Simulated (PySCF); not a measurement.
SMILES c1ccc(-c2cc3sccc3s2)nc1 (C₁₁H₇NS₂), GFN2-xTB optimised geometry.

```
21

C     -2.05    -3.51     0.00
C     -2.70    -2.28     0.00
C     -1.94    -1.13     0.00
C     -0.55    -1.23     0.00
C      0.31    -0.07     0.00
C      1.68    -0.06     0.00
C      2.19     1.24     0.00
S      3.78     1.93     0.00
C      3.10     3.52     0.00
C      1.74     3.54     0.00
C      1.22     2.23     0.00
S     -0.37     1.55     0.00
N      0.07    -2.41     0.00
C     -0.66    -3.51     0.00
H     -2.60    -4.44     0.00
H     -3.78    -2.23     0.00
H     -2.41    -0.15     0.00
H      2.25    -0.97     0.00
H      3.77     4.36     0.00
H      1.15     4.44     0.00
H     -0.10    -4.44     0.00
```

Density from B3LYP/def2-SVP in PySCF at that geometry.

Minimum of the electron density along straight lines between bonded atoms, close to the bond critical point (lines longer than 1.1 times the sum of covalent radii, or with two minima, are not listed):

| bond | length / Å | ρ at the minimum / e bohr⁻³ | ∇²ρ there / e bohr⁻⁵ | position (fraction from the first atom) |
|---|---|---|---|---|
| C1–C2 | 1.387 | 0.313 | -0.81 | 0.50 |
| C2–C3 | 1.381 | 0.316 | -0.82 | 0.50 |
| C3–C4 | 1.399 | 0.309 | -0.79 | 0.50 |
| C4–C5 | 1.445 | 0.285 | -0.72 | 0.50 |
| C5–C6 | 1.370 | 0.319 | -0.80 | 0.51 |
| C6–C7 | 1.402 | 0.300 | -0.74 | 0.49 |
| C7–S8 | 1.729 | 0.212 | -0.46 | 0.48 |
| S8–C9 | 1.732 | 0.212 | -0.46 | 0.53 |
| C9–C10 | 1.358 | 0.325 | -0.82 | 0.51 |
| C7–C11 | 1.393 | 0.310 | -0.76 | 0.50 |
| C10–C11 | 1.409 | 0.296 | -0.72 | 0.49 |
| C5–S12 | 1.753 | 0.205 | … | 0.46 |
| C11–S12 | 1.725 | 0.213 | -0.47 | 0.48 |
| C4–N13 | 1.335 | 0.346 | -1.12 | 0.36 |
| C1–C14 | 1.388 | 0.315 | -0.82 | 0.50 |
| N13–C14 | 1.317 | 0.354 | … | 0.65 |
| C1–H15 | 1.079 | 0.284 | -1.08 | 0.63 |
| C2–H16 | 1.081 | 0.285 | -1.10 | 0.63 |
| C3–H17 | 1.080 | 0.284 | -1.08 | 0.63 |
| C6–H18 | 1.073 | 0.288 | -1.14 | 0.65 |
| C9–H19 | 1.072 | 0.287 | -1.13 | 0.64 |
| C10–H20 | 1.074 | 0.285 | -1.11 | 0.64 |
| C14–H21 | 1.083 | 0.288 | -1.12 | 0.64 |

Task: What belongs in the gaps?

Result: 
- C5–S12, ∇²ρ there / e bohr⁻⁵: -0.41
- N13–C14, ∇²ρ there / e bohr⁻⁵: -0.99
